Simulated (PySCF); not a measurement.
Isomers of C7H9N, from PySCF, PBE0-D3(BJ)/def2-SVP geometry optimisation, gas phase. One conformer each, no zero-point energy, no frequencies.

Problem. Which isomer lies lower at this level?
A. `[NH2:1][CH2:2][C:3]1=[CH:4][C@@H:5]2[C@@H:6]3[C@H:7]1[C@H:8]23` with H–N1–C2–C3 -53° and 63°, N1–C2–C3–C4 116°: A = 5112, B = 1540, C = 1372 MHz, dipole 2.01 D
B. `[CH3:1][NH:2][c:3]1[cH:4][cH:5][cH:6][cH:7][cH:8]1` with C1–N2–C3–C4 -9°: A = 4997, B = 1521, C = 1176 MHz, dipole 2.07 D

Solution. B. That is N-methylaniline (`CNc1ccccc1`), 71.3 kcal/mol below the other.

```json
{"SMILES": "CNc1ccccc1", "mapped SMILES": "[CH3:1][NH:2][c:3]1[cH:4][cH:5][cH:6][cH:7][cH:8]1", "E (Eh)": "-326.30523", "relative (kcal/mol)": "0.0", "relative (kJ/mol)": "0.0", "dipole (D)": "2.07"}
{"SMILES": "NCC1=C[C@@H]2[C@@H]3[C@H]1[C@H]23", "mapped SMILES": "[NH2:1][CH2:2][C:3]1=[CH:4][C@@H:5]2[C@@H:6]3[C@H:7]1[C@H:8]23", "E (Eh)": "-326.19159", "relative (kcal/mol)": "71.3", "relative (kJ/mol)": "298.4", "dipole (D)": "2.01"}
```

As drawn, the lower has an aromatic ring, which the higher lacks; the higher has a three-membered ring and a C=C bond outside aromatic rings, which the lower lacks.
